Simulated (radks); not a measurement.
Results of a calculation; reference values are marked as such.
Nb V, configuration [Kr] 4d1.

Level of theory: scalar-relativistic Kohn-Sham, LDA (Slater exchange, Perdew-Wang correlation), spin-polarised, spherical densities, point nucleus; open shells are filled with parallel spins first (spin-orbit coupling, left out, can overturn this in heavy ions) (a radial shooting solver on a logarithmic mesh with Libxc functionals).

Energy parts (eV):
| part | energy |
|---|---|
| total | -103743.302 |
| kinetic | 106791.518 |
| electron-nucleus | -248329.787 |
| Hartree | 40874.284 |
| exchange-correlation | -3079.318 |

Orbitals (lengths in bohr, moments of r in powers of bohr; <r^-3> diverges for s and p1/2; r(90%) holds 90 % of the orbital's charge):
orbital  occ.  eigenvalue (eV)  r(90%)   <1/r>     <r^2>  <r^-3>
1s up       1        -18828.82  0.0647   42.35  0.001761       -
1s down     1        -18828.82  0.0647   42.35  0.001761       -
2s up       1        -2675.263   0.244   9.514   0.02951       -
2s down     1        -2675.130   0.244   9.514   0.02951       -
2p up       3        -2395.652   0.225   9.267   0.02321    2343
2p down     3        -2395.549   0.225   9.268   0.02321    2343
3s up       1        -484.8549   0.657   3.248    0.2259       -
3s down     1        -484.7586   0.657   3.248    0.2259       -
3p up       3        -393.4807   0.675   3.090    0.2320   384.3
3p down     3        -393.3756   0.675   3.090    0.2319   384.3
3d up       5        -243.6785   0.694   2.856    0.2260   50.62
3d down     5        -243.5356   0.694   2.856    0.2258   50.62
4s up       1        -103.8591    1.65   1.199     1.458       -
4s down     1        -103.1339    1.65   1.201     1.453       -
4p up       3         -79.2464    1.84   1.072     1.783   57.30
4p down     3         -78.4609    1.84   1.074     1.777   57.64
4d up       1         -43.9903    2.43  0.8142     2.982   4.845
4d down     0         -43.1367    2.44  0.8147     2.991   4.862
4f up       0         -18.1341    4.54  0.4044     10.17  0.1399
4f down     0         -17.5821    4.69  0.3932     10.82  0.1306
5s up       0         -35.4090    3.65  0.5146     7.394       -
5s down     0         -34.7698    3.68  0.5098     7.509       -
5p up       0         -28.5897    4.14  0.4559     9.470   12.42
5p down     0         -28.0750    4.19  0.4499     9.670   12.02
5d up       0         -18.9073    5.47  0.3554     16.32   1.202
5d down     0         -18.6394    5.54  0.3494     16.77   1.156

The highest occupied level is 4d up at -43.990 eV. Spin moment in Bohr magnetons: 1. Summed over all electrons, <r^2> = 20.88 bohr^2, which gives a Langevin (diamagnetic) susceptibility term of -16.5 x 10^-6 cm^3/mol. For comparison, the ionisation energy in NIST's Atomic Spectra Database is 50.573 eV (measured). In exact Kohn-Sham theory the highest level is minus the ionisation energy, but local and semilocal functionals leave it too shallow, through self-interaction and a potential that decays too fast; potentials with the right tail come closer.
